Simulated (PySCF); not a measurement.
# Spin states and ions at one geometry of PtH4(NH3)

PySCF 2.14.0, RKS PBE0, Pt def2-SVP with ECP60, H def2-SVP, N def2-SVP; non-relativistic Hamiltonian with scalar-relativistic core potentials where named; density fitting; no spin-orbit coupling; singlets restricted, open shells unrestricted. The geometry is relaxed for charge 0, singlet, vacuum:

```xyz
9

Pt   -0.2602    0.2896    0.0312
H     1.1751    1.1310    0.5564
H     1.4946    0.3531    0.3879
H    -0.7326    1.7363    0.3739
H    -1.7880    0.1129   -0.3198
N     0.0250   -1.8336   -0.5527
H    -0.7554   -2.3712   -0.1757
H    -0.0241   -1.9168   -1.5689
H     0.8817   -2.2969   -0.2524
```

Energies count from the relaxed state; an electron taken off or put on is at rest in vacuum. Charges and spins are Mulliken's.

| state | energy (eV) | spin squared | charge on Pt1 (e) | spin on Pt1 (e) | dipole about the centre of mass (D) |
| --- | --- | --- | --- | --- | --- |
| charge 0, singlet, vacuum | 0.00 | 0.00 | -0.17 | 0.00 | 5.65 |
| charge 0, triplet, vacuum | 4.51 | 2.00 | 0.08 | 1.38 | 3.60 |
| charge 0, septet, vacuum | 18.14 | 12.01 | -0.33 | 3.97 | 3.55 |
| charge +1, doublet, vacuum | 8.46 | 0.75 | 0.49 | 0.91 | 4.83 |

Q: What does the state charge 0, quintet, vacuum give?

A: energy (eV) 10.88, spin squared 6.01, charge on Pt1 (e) -0.14, spin on Pt1 (e) 2.98, dipole about the centre of mass (D) 5.21.

With an electron taken off (doublet) the charges change, summed by element, by Pt +0.66 e, H +0.38 e, N -0.05 e. The vertical ionisation energy is 8.46 eV, against −ε(HOMO) = 6.08 eV of the relaxed state. The level lies 2.4 eV too high, as is usual for semilocal functionals and global hybrids, which keep a self-interaction error.

Open shells may have lower solutions than those found.

On relaxing from the template, bonds within or between ligands changed, so the formula names the start rather than the bonding at the end.
